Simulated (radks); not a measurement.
Task: All-electron atom: Cr+ in [Ar] 3d5. All-electron calculation, non-relativistic Kohn-Sham, SCAN, spin-polarised, spherical densities, point nucleus; open shells are filled with parallel spins first; meta-GGA in the generalised Kohn-Sham scheme. Program: a radial shooting solver on a logarithmic mesh with Libxc functionals. Some entries of the table are withheld. Estimate them.

| orbital | occ. | eigenvalue (eV) | <1/r> (bohr^-1) |
|---|---|---|---|
| 1s down | 1 | -5861.719 | 23.52 |
| 1s up | 1 | -5861.682 | 23.52 |
| 2s up | 1 | -672.6410 | 4.992 |
| 2s down | 1 | -670.2943 | 5.004 |
| 2p up | 3 | -570.8635 | 4.922 |
| 2p down | 3 | -569.1357 | 4.934 |
| 3s up | 1 | -83.7617 | (1) |
| 3s down | 1 | -77.8664 | (2) |
| 3p up | 3 | (3) | 1.412 |
| 3p down | 3 | (4) | 1.403 |
| 3d up | 5 | -11.0898 | (5) |

Result: 
(1) 3s up <1/r> (bohr^-1): 1.542
(2) 3s down <1/r> (bohr^-1): 1.533
(3) 3p up eigenvalue (eV): -55.1140
(4) 3p down eigenvalue (eV): -49.2694
(5) 3d up <1/r> (bohr^-1): 1.013
